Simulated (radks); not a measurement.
Question: All-electron calculation, Dirac Kohn-Sham, PBE, spin-unpolarised, spherical densities, finite nucleus; open shells fill j = l - 1/2 first; Fermi nuclear charge, rms radius of each element as measured or else 0.836 A^(1/3) + 0.57 fm. Program: a radial shooting solver on a logarithmic mesh with Libxc functionals. Each species is in its NIST ground configuration. Rank Au, Hg, Os, Ta, Re, Pt, Ir, Hf, Lu, W by mean radius of the outermost orbital (bohr), largest first.

Answer: Lu 3.66, Hf 3.47, Ta 3.32, W 3.20, Re 3.09, Os 2.99, Pt 2.94, Ir 2.91, Au 2.87, Hg 2.70.
